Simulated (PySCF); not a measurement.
# Frontier orbitals and the lowest excitations

Species: C5H9BO2.
Geometry (PBE0-D3(BJ)/def2-SVP, Å), atoms numbered from 1 in this order:
```xyz
17
C5H9BO2 angstrom
C     -2.5087   -0.5207   -0.2445
C     -1.5603    0.0647    0.7712
C     -0.6666    1.2565    0.4129
C     -0.1159   -0.0913    0.6349
C      0.9654   -0.8689    0.6262
B      2.3859   -0.3029    0.3006
O      3.4411   -1.1597    0.2539
O      2.6047    1.0237    0.0591
H     -2.7490   -1.5668    0.0016
H     -3.4524    0.0455   -0.2822
H     -2.0602   -0.5102   -1.2497
H     -1.9415    0.0788    1.8014
H     -0.7258    1.6378   -0.6147
H     -0.5242    2.0335    1.1736
H      0.8352   -1.9338    0.8511
H      4.2571   -0.6931    0.0407
H      1.7875    1.5297    0.1154
```

Computed, not measured: PySCF 2.14.0, density-fitted response routines, TDDFT B3LYP/def2-SVPD, vertical, gas phase, core orbitals frozen in the response.

Frontier orbitals with the atoms that hold most of them (Löwdin shares over 4%, at most four atoms; ? is withheld):

| orbital | ε (eV) | atoms |
| --- | --- | --- |
| LUMO+2 | 0.60 | C1 18%, O7 10%, C3 8%, C2 8% |
| LUMO+1 | 0.00 | B6 40%, O8 11%, O7 10%, H16 7% |
| LUMO | -0.99 | ? |
| HOMO | ? | C5 37%, C4 34%, B6 5%, C3 5% |
| HOMO-1 | -7.90 | ? |
| HOMO-2 | -8.49 | C3 36%, C2 22%, C4 11%, C1 9% |
| HOMO-3 | -8.91 | O7 45%, O8 41%, B6 8% |

(1) Give the leading atoms of the LUMO.

(2) Which atoms hold the HOMO-1, and with what shares?

(3) What is the HOMO energy, and the HOMO–LUMO gap?

## Answers

(1) C4 (bonded to 3 C) 27%; C5 (bonded to B, C and H) 22%; B6 (bonded to C and 2 O) 13%; C3 (bonded to 2 C and 2 H) 6%. By element: carbon 55% or more, boron 13%.

(2) C4 (bonded to 3 C) 21%; C2 (bonded to 3 C and H) 20%; C5 (bonded to B, C and H) 14%; C3 (bonded to 2 C and 2 H) 11%.

(3) ε(HOMO) = -7.42 eV; the gap is 6.43 eV (0.2363 hartree).

Question: How does S1 compare with the orbital gap of 6.43 eV?

Answer: S1 is at 5.62 eV (f = 0.0011), 0.81 eV below the gap, made of HOMO-1→LUMO (99%). Its leading pair isn't HOMO and LUMO; the energies of that pair differ by 6.92 eV. Without the coupling terms of the response equations the lowest excitation would equal the gap.

Question: One configuration dominates each of S1, S2, S4 and S5. Which, and how do the shares of the two leading atoms of either orbital change from the occupied to the empty one?

Answer: 
- S1 (5.62 eV, f 0.0011), HOMO-1→LUMO (99%): C4 21% → 27%, C2 20% → at most 7%, C5 14% → 22%
- S2 (6.20 eV, f 0.102), HOMO-2→LUMO (73%): C3 36% → 6%, C2 22% → at most 7%, C4 11% → 27%, C5 at most 9% → 22%
- S4 (6.61 eV, f 0.016), HOMO→LUMO+1 (96%): C5 37% → at most 8%, C4 34% → at most 8%, B6 5% → 40%, O8 at most 5% → 11%
- S5 (7.13 eV, f 0.026), HOMO-1→LUMO+1 (94%): C4 21% → at most 8%, C2 20% → at most 8%, B6 at most 12% → 40%, O8 at most 12% → 11%

Löwdin shares depend on the basis, the more so with diffuse functions.

One conformer stands for the species.
